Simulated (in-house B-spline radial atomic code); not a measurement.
# Ionising Ag IV (Ag3+) with different functionals

Computed with a B-spline radial code for spherical atoms: four-component Dirac-Coulomb Hamiltonian, Fermi nucleus of rms radius 4.5454 fm, spin-restricted, spherical fractional occupations for the functionals. The ionisation energy is the difference of two self-consistent energies, [Kr] 4d8 → [Kr] 4d7, without Breit or QED terms; ε is the level of the shell that loses the electron (mean over j). The electron is taken from both j subshells in proportion to 2j + 1, so the result is a j average, not the step between ground levels.

Hybrids are left out here: with spherical fractional occupations of an open shell their exact exchange keeps a self-interaction that integer-occupation calculations don't have.

| method | rung | ΔSCF (eV) | -ε(4d) (eV) |
| --- | --- | --- | --- |
| LDA VWN5 | LDA | 51.94 | 43.97 |
| relativistic LDA | LDA | 51.95 | 43.98 |
| LDA PW92 | LDA | 51.93 | 43.96 |
| LDA exchange-only | LDA | 50.22 | 42.30 |
| PBE | GGA | 51.71 | 43.73 |
| PBEsol | GGA | 51.69 | 43.72 |
| BLYP | GGA | 51.57 | 43.61 |
| RPBE | GGA | 51.65 | 43.66 |
| PW91 | GGA | 51.79 | 43.82 |
| BP86 | GGA | 51.78 | 43.81 |
| AM05 | GGA | 51.69 | 43.71 |
| OLYP | GGA | 51.90 | 43.88 |

(1) How do they compare with the NIST value?

Answers

(1) NIST lists 49 eV ± 1.7 (tabulated theory, ground level to ground level). Errors run from +1.22 to +2.95 eV; all lie within about twice that uncertainty, so the table can't rank the methods.
